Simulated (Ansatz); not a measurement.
Coupled-cluster diagnostics for GaCl2Br (GaBrCl₂), Ansatz.

Geometry of the singlet (B3LYP-D4/def2-SVP):

```xyz
4

Ga    0.0024    0.0052    0.0248
Cl   -0.3244    1.9886    0.7530
Cl    0.5323   -1.5307    1.4144
Br   -0.2102   -0.4632   -2.1921
```

Correlated methods freeze 28 core orbitals; core or outer-core shells of Ga, Br are correlated, in sets that lack core-valence functions.

(1) Estimate the CCSD(T) correlation energy, the shares of MP2 and (T), T1 and the reference's ⟨S²⟩ for: charge 0, singlet, own geometry in def2-TZVPP; and the rough time on 4 threads of Arm Neoverse V2 on a shared host.

## Answers

(1) 
| state | basis | correlation (eV) | MP2 share (%) | (T) share (%) | T1 | ⟨S²⟩ (pure) | wall time |
| --- | --- | --- | --- | --- | --- | --- | --- |
| charge 0, singlet, own geometry | def2-TZVPP | -25.047 | 93.0 | 4.0 | 0.010 | 0.00 (0.00) | 61 s |
Customary marks for T1 are 0.02 (closed shells), 0.045 (open shells) and about 0.05 (3d metals). T1 stays under 0.02 throughout.
